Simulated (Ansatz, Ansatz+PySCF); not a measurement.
```yaml
atoms:
  - { symbol: C, position_ang: [-0.0784, -0.3544, -0.2012] }
  - { symbol: O, position_ang: [0.1693, 0.3367, -1.1583] }
  - { symbol: N, position_ang: [-0.0611, 0.0593, 1.0885] }
  - { symbol: H, position_ang: [-0.3542, -1.4353, -0.2893] }
  - { symbol: H, position_ang: [-0.2785, -0.5689, 1.8485] }
  - { symbol: H, position_ang: [0.1757, 1.0221, 1.2949] }
```

Basis set: def2-SVP (spherical functions). Left uncorrelated: 3 orbitals. Charge 0, multiplicity 3.

Computed with Ansatz (development build ahead of 0.2.0); each method stands on the lowest determinant of its kind that the runs found.

**Question.** Give the atomization energy at this shape (free ground-state atoms in the same class of orbitals less the molecule, no zero-point energy) of triplet CH₃NO by UHF-MP2, UHF.

**Answer.**

```csv
method,atomization energy
UHF-MP2,17.62 eV
UHF,12.09 eV
```

Caution: another spin multiplicity may lie lower.
